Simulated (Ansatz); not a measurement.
Harmonic vibrations of CF2NSi (`N#C[Si](F)F`) radical by finite differences.

```yaml
crystal:
  periodic: [false, false, false]
  atoms:
    - {symbol: N, position_ang: [1.426144, -1.103830, 1.364330]}
    - {symbol: C, position_ang: [0.743009, -0.566352, 0.607508]}
    - {symbol: Si, position_ang: [-0.192768, 0.214058, -0.773477]}
    - {symbol: F, position_ang: [-1.655575, -0.382448, -0.757516]}
    - {symbol: F, position_ang: [-0.270910, 1.764872, -0.482344]}
basis:
  gaussian: {orbitals: def2-TZVP}
magnetization: {spin_polarized: true, initial_magnetization: 1}
hamiltonian: {xc: pbe0, dispersion: d4}
phonons: {temperatures: {t_min: 298.15, t_max: 900, t_step: 200}}
```

```sh
$ ansatz run in.yaml --threads 2 --pin off --events-out ev --progress --plain
```

Shortened log:

```
Functional definition: PBE0
mean field -15831.99204942 eV, -581.8149765065 hartree, gradient 6.5e-5 eV, S^2 0.751746; 0 other end points of the search recorded, 0 dependent functions left out
mean field -15831.99192439 eV, -581.8149719117 hartree, gradient 2.9e-6 eV, S^2 0.751757; 0 other end points of the search recorded, 0 dependent functions left out
mean field -15831.99190426 eV, -581.8149711722 hartree, gradient 8.6e-7 eV, S^2 0.751735; 0 other end points of the search recorded, 0 dependent functions left out
mean field -15831.99195674 eV, -581.8149731006 hartree, gradient 2.8e-6 eV, S^2 0.751738; 0 other end points of the search recorded, 0 dependent functions left out
mean field -15831.99197258 eV, -581.8149736829 hartree, gradient 2.5e-6 eV, S^2 0.751754; 0 other end points of the search recorded, 0 dependent functions left out
mean field -15831.99189370 eV, -581.8149707838 hartree, gradient 2.2e-6 eV, S^2 0.751753; 0 other end points of the search recorded, 0 dependent functions left out
mean field -15831.99186923 eV, -581.8149698848 hartree, gradient 8.2e-7 eV, S^2 0.751739; 0 other end points of the search recorded, 0 dependent functions left out
mean field -15831.99190385 eV, -581.8149711571 hartree, gradient 1.4e-6 eV, S^2 0.751733; 0 other end points of the search recorded, 0 dependent functions left out
mean field -15831.99187827 eV, -581.8149702169 hartree, gradient 2.2e-6 eV, S^2 0.751759; 0 other end points of the search recorded, 0 dependent functions left out
mean field -15831.99193607 eV, -581.8149723409 hartree, gradient 2.2e-6 eV, S^2 0.751756; 0 other end points of the search recorded, 0 dependent functions left out
mean field -15831.99195451 eV, -581.8149730185 hartree, gradient 1.6e-6 eV, S^2 0.751736; 0 other end points of the search recorded, 0 dependent functions left out
mean field -15831.99185136 eV, -581.8149692280 hartree, gradient 1.1e-6 eV, S^2 0.751737; 0 other end points of the search recorded, 0 dependent functions left out
mean field -15831.99183596 eV, -581.8149686622 hartree, gradient 2.3e-6 eV, S^2 0.751756; 0 other end points of the search recorded, 0 dependent functions left out
mean field -15831.99192000 eV, -581.8149717503 hartree, gradient 2.2e-6 eV, S^2 0.751750; 0 other end points of the search recorded, 0 dependent functions left out
mean field -15831.99193452 eV, -581.8149722842 hartree, gradient 2.7e-6 eV, S^2 0.751742; 0 other end points of the search recorded, 0 dependent functions left out
mean field -15831.99191666 eV, -581.8149716275 hartree, gradient 1.3e-6 eV, S^2 0.751743; 0 other end points of the search recorded, 0 dependent functions left out
mean field -15831.99190575 eV, -581.8149712266 hartree, gradient 2.4e-6 eV, S^2 0.751749; 0 other end points of the search recorded, 0 dependent functions left out
mean field -15831.99198318 eV, -581.8149740724 hartree, gradient 2.3e-6 eV, S^2 0.751750; 0 other end points of the search recorded, 0 dependent functions left out
mean field -15831.99199710 eV, -581.8149745839 hartree, gradient 2.7e-6 eV, S^2 0.751742; 0 other end points of the search recorded, 0 dependent functions left out
mean field -15831.99193939 eV, -581.8149724630 hartree, gradient 2.7e-6 eV, S^2 0.751744; 0 other end points of the search recorded, 0 dependent functions left out
mean field -15831.99196380 eV, -581.8149733601 hartree, gradient 2.8e-6 eV, S^2 0.751747; 0 other end points of the search recorded, 0 dependent functions left out
mean field -15831.99202618 eV, -581.8149756526 hartree, gradient 1.3e-6 eV, S^2 0.751746; 0 other end points of the search recorded, 0 dependent functions left out
mean field -15831.99202756 eV, -581.8149757033 hartree, gradient 2.9e-6 eV, S^2 0.751746; 0 other end points of the search recorded, 0 dependent functions left out
mean field -15831.99203690 eV, -581.8149760464 hartree, gradient 2.8e-6 eV, S^2 0.751745; 0 other end points of the search recorded, 0 dependent functions left out
mean field -15831.99205154 eV, -581.8149765843 hartree, gradient 2.6e-6 eV, S^2 0.751747; 0 other end points of the search recorded, 0 dependent functions left out
mean field -15831.99203873 eV, -581.8149761139 hartree, gradient 1.6e-6 eV, S^2 0.751745; 0 other end points of the search recorded, 0 dependent functions left out
mean field -15831.99204552 eV, -581.8149763632 hartree, gradient 1.8e-6 eV, S^2 0.751746; 0 other end points of the search recorded, 0 dependent functions left out
mean field -15831.99195191 eV, -581.8149729233 hartree, gradient 2.4e-6 eV, S^2 0.751748; 0 other end points of the search recorded, 0 dependent functions left out
mean field -15831.99192715 eV, -581.8149720131 hartree, gradient 2.5e-6 eV, S^2 0.751744; 0 other end points of the search recorded, 0 dependent functions left out
mean field -15831.99203537 eV, -581.8149759903 hartree, gradient 2.0e-6 eV, S^2 0.751745; 0 other end points of the search recorded, 0 dependent functions left out
mean field -15831.99204669 eV, -581.8149764061 hartree, gradient 2.1e-6 eV, S^2 0.751747; 0 other end points of the search recorded, 0 dependent functions left out
Total energy: -15832.08066979 eV, -581.8182332450 hartree
Atom 0 at     1.426144    -1.103830     1.364330 Å, force    -0.001915     0.001370    -0.001256 eV/Å
Atom 1 at     0.743009    -0.566352     0.607508 Å, force     0.002865    -0.001949     0.001396 eV/Å
Atom 2 at    -0.192768     0.214058    -0.773477 Å, force    -0.001004     0.000631     0.000631 eV/Å
Atom 3 at    -1.655575    -0.382448    -0.757516 Å, force     0.000117     0.000203    -0.000371 eV/Å
Atom 4 at    -0.270910     1.764872    -0.482344 Å, force    -0.000064    -0.000255    -0.000400 eV/Å
Dipole moment:    -0.119635     0.135750    -0.457343 e Å
Vibrations: 133.44 183.14 287.67 358.33 414.42 610.97 891.30 974.18 2322.02 cm⁻¹, zero-point energy 0.382831 eV
```

Hardware: 2 threads of a server CPU on a shared host. Wall time 91 s, peak host memory 0.4 GiB.
